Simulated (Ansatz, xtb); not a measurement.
Species: HgI$_{2}$, net charge 0, singlet state. 
Coordinates optimised at B3LYP-D3(BJ)/def2-TZVP (Ansatz, a program for electronic structure):
```
Hg
I 1 2.6116
I 1 2.6116 2 180.00
```
Charge 0, spin multiplicity 1.

Harmonic wavenumbers from GFN2-xTB (xtb, at its own minimum), cm⁻¹: 35, 35, 136, 215.

Task: Give the harmonic wavenumbers at B3LYP-D3(BJ)/def2-TZVP (Ansatz, finite differences of forces, unscaled).

Result: 49, 49, 147, 221 cm⁻¹. Zero-point energy 0.7 kcal/mol.

Task: From these and the geometry, give the ideal-gas thermochemistry at 298.15 K and 1 atm (rigid rotor, harmonic oscillator).

Result: Point group D∞h, rotational symmetry number 2. Rotational constants 0.2919, 0.2919 GHz. S(trans) 44.23, S(rot) 20.41, S(vib) 14.40, S(elec, spin only) 0.00, S 79.0 cal/(mol K). H(298) - H(0) 3.86 kcal/mol; G - E(el) -19.0 kcal/mol.
